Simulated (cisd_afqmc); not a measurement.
Input (X2C-AFQMC/UCISD/cc-pwCVTZ-DK; cisd_afqmc is a phaseless AFQMC code with CISD trial states that reads the integrals written by Ansatz): The .json basis holds the Basis Set Exchange's core-valence set for the 3d metal and cc-pVXZ-DK of the same size for its partners.

Ansatz 0.2 input:
```python
import cisd_afqmc

open("ham.yaml", "w").write("""\
crystal:
  periodic: [false, false, false]
  atoms:
    - {symbol: Ni, position_ang: [0.00000000, 0.00000000, 0.00000000]}
basis:
  gaussian:
    orbitals: cc-pwCVTZ-DK.json
correlation: {method: ccsd, frozen_orbitals: {Ni: 5}, hamiltonian_folder: ham}
magnetization: {spin_polarized: true, initial_magnetization: 0}
scf: {lower_state_search: full}
""")
rep = cisd_afqmc.ansatz("ham.yaml")
e_ccsd = rep["correlation"]["coupled_cluster"]["energy"]["hartree"]
out = cisd_afqmc.run("ham", e_ccsd, trial="CISD", walkers=100, populations=8, threads=8, dt=0.005, steps=40, early=36, settle=10, least=32,
    cut=5e-5, rank_cut=2e-4, target=0.0003, seconds=3000, seed=4, memory=17280, gpu=False)
```

Output:

```
WARN ansatz::render: the results are in doubt because among natural orbitals full CI differs from the method by +0.193 eV
orbitals 97, occupied [9, 9], factors 571 of 624, rank of the doubles 886 of 1584
E(HF) = -1519.037690
E(CCSD) on the cut factors = -1519.840630, shift to the whole factors -0.000004
Energy of the trial state on the determinant = -1519.840648
  tau behind 10.8 of longer steps, mean of the populations' last blocks
   2.0  -1519.86327
   4.0  -1519.86446
   6.0  -1519.86315
   8.0  -1519.86362
  10.0  -1519.85985
  12.0  -1519.86203
  14.0  -1519.86190
  16.0  -1519.86135
  18.0  -1519.86153
  20.0  -1519.86023
  22.0  -1519.85963
  24.0  -1519.86176
  26.0  -1519.85780
  28.0  -1519.85842
  30.0  -1519.86126
  32.0  -1519.85676
  34.0  -1519.85997
  36.0  -1519.86057
  38.0  -1519.86280
  40.0  -1519.86450
  42.0  -1519.86226
  44.0  -1519.85898
  46.0  -1519.86082
  48.0  -1519.86178
  50.0  -1519.86212
  52.0  -1519.86008
  54.0  -1519.85880
  56.0  -1519.86177
  58.0  -1519.85946
  60.0  -1519.85857
  62.0  -1519.85795
  64.0  -1519.85840
  66.0  -1519.85653
  68.0  -1519.85804
  70.0  -1519.85966
  72.0  -1519.85929
  74.0  -1519.85871
  76.0  -1519.86064
  78.0  -1519.85833
blocks 3077 (2 outliers left out), error by blocks joined: 1: 0.00026, 2: 0.00028, 4: 0.00030, 8: 0.00033, 16: 0.00035
E(AFQMC/CISD) = -1519.86035 +/- 0.00035
```

The determinant is spin-contaminated: <S^2> is 1.01, 1.01 over the pure value. The CCSD(T) runs of this state have a T1 diagnostic of up to 0.026. In a CCSD(T) run of this state the restricted determinant is unstable towards broken spin symmetry.

This singlet is an excited state, 1.8 eV above the triplet at CCSD(T)/aug-cc-pwCVQZ-DK (Ansatz).

The run carries these doubts: large difference, spin mixed.
